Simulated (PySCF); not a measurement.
BeH4SeSi.

```xyz
7

Be    -0.1519    -0.3797     0.4165
Se     0.3047     0.9612    -1.0480
H      1.7394     0.7568    -0.7734
Si    -0.6545    -1.8125     1.9734
H     -1.5493    -2.8914     1.4745
H     -1.3442    -1.1745     3.1267
H      0.5637    -2.4768     2.5121
```
Charge 0, spin multiplicity 1.

Coordinates come from a B3LYP-D3(BJ)/def2-TZVP optimisation. One conformer was computed; it need not be the lowest.

The numbers are results of PySCF with HF/pcSseg-2, not measurements. Non-relativistic, no solvent.

Computed absolute GIAO shielding of each atom: isotropic value and principal components (ppm):
| atom | σ(iso) | σ11 | σ22 | σ33 | span |
|---|---|---|---|---|---|
| Be1 | 78.3 | 38.9 | 39.0 | 157.1 | 118.2 |
| Se2 | 2173.4 | 1943.3 | 2162.2 | 2414.9 | 471.6 |
| H3 | 31.1 | 23.2 | 25.2 | 44.9 | 21.8 |
| Si4 | 508.4 | 496.0 | 513.2 | 515.9 | 19.8 |
| H5 | 28.9 | 26.1 | 26.7 | 34.0 | 8.0 |
| H6 | 28.9 | 26.1 | 26.7 | 34.0 | 8.0 |
| H7 | 29.0 | 26.2 | 26.8 | 33.9 | 7.7 |
